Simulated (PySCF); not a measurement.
**In₃Te⁺: one-bond stretch**

These are results of B3LYP/[Te def2-SVP with ECP28, In def2-SVP with ECP28], scalar-relativistic core potentials, density fitting, no spin–orbit coupling, PySCF, not measurements.

Rigid scan from the singlet minimum (Te–In 3.003 Å (×3); In–Te–In 120.0° (×3)). Coordinate: the bond from Te to the last atom (In) scaled, the rest fixed. Energies in kJ/mol from the minimum.

| scale of one bond | E (kJ/mol) | dipole size (D, about the centre of mass) |
| --- | --- | --- |
| 0.92 | 13.0 | 1.70 |
| 0.96 | 2.8 | 0.84 |
| 1.00 | 0.0 | 0.00 |
| 1.05 | 3.1 | 1.03 |
| 1.12 | 14.7 | 2.43 |
| 1.20 | 32.4 | 3.96 |
| 1.35 | 66.4 | 6.61 |
| 1.55 | 102.1 | – |
| 1.80 | 131.0 | – |
| 2.20 | 153.1 | – |

At long bonds a restricted determinant can lie too high, and another spin state can fall below this curve.

Other isomers or separated fragments may lie lower.

The scan took of the order of 110 core-seconds on a shared host.
